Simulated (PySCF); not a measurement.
# Worked example: chemical shift, span and skew from a shielding tensor

CH6ClNOSi, SMILES [Si](C)(N)(O)Cl. Atoms are numbered in the order given.

```xyz
11

C      1.6902    -0.8557    -0.5117
Si     0.0720     0.0353    -0.3300
N     -1.0913    -0.6745    -1.3771
O      0.1488     1.6623    -0.6434
Cl    -0.4550    -0.0392     1.6793
H      1.6044    -1.9034    -0.1847
H      2.4555    -0.3711     0.1125
H      2.0353    -0.8434    -1.5572
H     -2.0562    -0.3629    -1.3286
H     -1.0535    -1.6754    -1.5385
H      0.0487     1.8868    -1.5737
```
Charge 0, spin multiplicity 1.

Geometry optimised at PBE0-D3(BJ)/def2-SVP. This is a generated structure with no PubChem entry under its InChIKey; it may be hypothetical. One conformer was computed; it need not be the lowest.

GIAO shieldings from PBE/pcSseg-1 run with PySCF, non-relativistic, no solvent. The symmetric part of the tensor of Si2 has the principal values 310.7, 333.2, 353.6 ppm. The same nucleus in TMS has σ = 335.4 ppm at this level (PySCF, at its B3LYP-D3(BJ)/def2-TZVP geometry). Without spin–orbit terms, shifts of atoms bonded to Cl or Br come out too high.

Question: Work out the isotropic shielding, the ²⁹Si shift against TMS, the span and the skew.

Answer: 
σ(iso) = (σ11 + σ22 + σ33)/3 = 332.5 ppm. δ = σ(ref) − σ(iso) = 335.4 − (332.5) = 2.9 ppm.
Span Ω = σ33 − σ11 = 42.9 ppm. Skew κ = 3(σ(iso) − σ22)/Ω = -0.05. Tumbling in solution averages the tensor to δ; in a static solid the shielding alone would spread this spin-1/2 line over Ω.
